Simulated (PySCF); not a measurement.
CH$_{2}$NO, doublet, at a GFN2-xTB geometry. Base run: PBE0/6-31G* (PySCF).

The PySCF input:
```python
from pyscf import gto, scf, dft

mol = gto.M(
    atom='''
N    -1.084208    0.034696   -0.003522
C     0.169541   -0.378673    0.005976
O     1.219079    0.204885    0.000415
H    -1.343784    1.022254   -0.018599
H    -1.836633   -0.632171    0.004077
''',
    basis='6-31g*',
    charge=0,
    spin=1,
    verbose=4,
)

mf = dft.UKS(mol)
mf.xc = 'pbe0'
mf.kernel()
```

The base run was repeated with changes; each row names its change, and settings that it needs were set with it.

```csv
change,E (Eh),HOMO (eV),dipole (D),<S^2>,core-seconds (rough)
base,-169.04182,-5.63,3.83,0.753,4
functional = b3lyp5,-169.14228,-5.19,3.76,0.753,3
functional = wb97x,-169.18309,-8.02,3.87,0.753,7
functional = pw6b95,-169.42378,-5.67,3.79,0.753,5
functional = lc_wpbe,-169.11920,-8.45,3.87,0.753,9
functional = b97m_v,-169.19478,-4.32,3.71,0.753,40
functional = bp86,-169.23154,-4.02,3.66,0.752,3
functional = wb97x_v,-169.16988,-7.99,3.82,0.753,60
functional = m06,-169.13103,-5.33,3.82,0.753,6
functional = m062x,-169.15274,-6.88,3.86,0.753,6
functional = camb3lyp,-169.15623,-7.01,3.83,0.753,5
functional = blyp,-169.18885,-3.76,3.60,0.752,3
functional = pbe0; dispersion = d3bjm,-169.04399,-5.63,3.83,0.753,5
```

Absolute energies of different levels of theory aren't comparable as measures of quality.

Open shells are given as the SCF converged; they aren't shown to be the lowest states, and a large step between rows can be another state.
